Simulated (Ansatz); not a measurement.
Coupled-cluster run, `[NH2][GaH][NH2]`.

```yaml
crystal:
  periodic: [false, false, false]
  atoms:
    - {symbol: N, position_ang: [-1.049649, 0.718438, -0.930375]}
    - {symbol: Ga, position_ang: [0.193172, 0.505738, 0.376407]}
    - {symbol: N, position_ang: [0.884644, -1.158503, 0.598436]}
    - {symbol: H, position_ang: [-1.406579, -0.023964, -1.505982]}
    - {symbol: H, position_ang: [-1.523115, 1.587518, -1.102280]}
    - {symbol: H, position_ang: [0.647470, 1.696838, 1.264136]}
    - {symbol: H, position_ang: [1.604277, -1.370520, 1.266378]}
    - {symbol: H, position_ang: [0.649790, -1.955546, 0.033280]}
basis:
  gaussian: {orbitals: def2-TZVPP}
correlation: {method: ccsd_t}
output: {orbitals: {seedname: orbitals}}
```

```sh
$ ansatz run in.yaml --threads 2 --pin off --events-out ev --progress --plain --max-ram 22528MiB --backend cuda --devices 0, --max-vram 18GiB
```

Log, shortened:

```
Functional definition: HF
1083 factors; integrals over basis functions are off by at most 9.2e-4 eV
mean field evaluation 1: about -55374.1035 eV, gradient 5.0e1 eV
mean field evaluation 2: about -55374.1688 eV, gradient 5.0e1 eV
mean field evaluation 4: about -55379.1219 eV, gradient 3.2e0 eV
mean field evaluation 8: about -55379.1672 eV, gradient 2.6e-1 eV
mean field -55379.16742012 eV, -2035.1468653416 hartree, gradient 6.4e-6 eV, S^2 0.000000; 0 other end points of the search recorded, 0 dependent functions left out
11 core orbitals not correlated: weight in the atoms' cores, before any rotation towards them, 1.000 or more for the frozen orbitals, at most 0.000 for the correlated occupied ones
reference -55379.16742012 eV, -2035.1468653416 hartree; 14, 14 occupied and 155, 155 virtual orbitals, 1083 factors
second order -18.20978479 eV of doubles, -0.00000000 eV of singles
cycle   1  -17.97461473 eV  change    2.4e-1 eV  update   1.0e-1
cycle   2  -18.49417221 eV  change   -5.2e-1 eV  update   2.9e-2
cycle   3  -18.59114192 eV  change   -9.7e-2 eV  update   1.5e-2
cycle   4  -18.57976090 eV  change    1.1e-2 eV  update   3.8e-3
cycle   5  -18.57951484 eV  change    2.5e-4 eV  update   1.8e-3
cycle   6  -18.57954185 eV  change   -2.7e-5 eV  update   4.9e-4
cycle   7  -18.57932400 eV  change    2.2e-4 eV  update   1.9e-4
cycle   8  -18.57929186 eV  change    3.2e-5 eV  update   4.8e-5
cycle   9  -18.57929626 eV  change   -4.4e-6 eV  update   1.7e-5
perturbative correction -0.71512791 eV, -0.0262804659 hartree
Total energy: -55398.46184429 eV, -2035.8559223515 hartree
```

Hardware: 2 threads of an AMD EPYC 7R13 on a shared host and a share of an NVIDIA H100 80 GB. Wall time 2.4 s, peak host memory 0.83 GiB.

MP2 recovers 94.4 % of the CCSD(T) correlation energy and the triples give 3.7 %; T1 = 0.0129.
